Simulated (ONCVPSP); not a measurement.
**cadmium (Cd): excitation energies, all-electron against ONCV**

ONCVPSP 4.0.1 input, shortened (lines: element, Z, core and valence counts, functional; n l f; lmax; l rc ep ncon nbas qcut; lloc lpopt rc5 dvloc0; l nproj debl; icmod fcfact rcfact), LDA (Perdew-Zunger), scalar-relativistic:

```
  Cd 48.00    6    5        3      upf
    1    0    2.00
    2    0    2.00
    2    1    6.00
    3    0    2.00
    3    1    6.00
    3    2   10.00
    4    0    2.00
    4    1    6.00
    4    2   10.00
    5    0    1.00
    5    1    1.00
    2
    0    1.70    0.00    3    7    5.70
    1    1.75    0.00    4    8    7.30
    2    1.10    0.00    4    8    8.10
    4    5    0.95    3.00
    0    2    0.90
    1    2    0.90
    2    2    3.20
    0    0.00    0.00
```

Energies are relative to the spin-unpolarised reference configuration 4s2 4p6 4d10 5s1 5p1; without spin polarisation the order of configurations can differ from experiment.

| valence configuration | charge | ΔE all-electron (eV) | error AE − PS (meV) |
| --- | --- | --- | --- |
| 4s2 4p6 4d10 5s2 5p0 | 0 | -4.790 | -0.4 |
| 4s2 4p6 4d10 5s1 5p0 | +1 | 4.839 | -0.9 |

What are ΔE and the potential's error for 4s2 4p6 4d10 5s0 5p1?

ΔE = 10.746 eV all-electron; the error (AE − PS) is -2.1 meV.

What are ΔE and the potential's error for 4s2 4p6 4d10 5s0 5p0?

ΔE = 22.359 eV all-electron; the error (AE − PS) is -5.0 meV.

Note: no bound ghost flagged; GHOST(+) flagged for s at 123.0 eV.
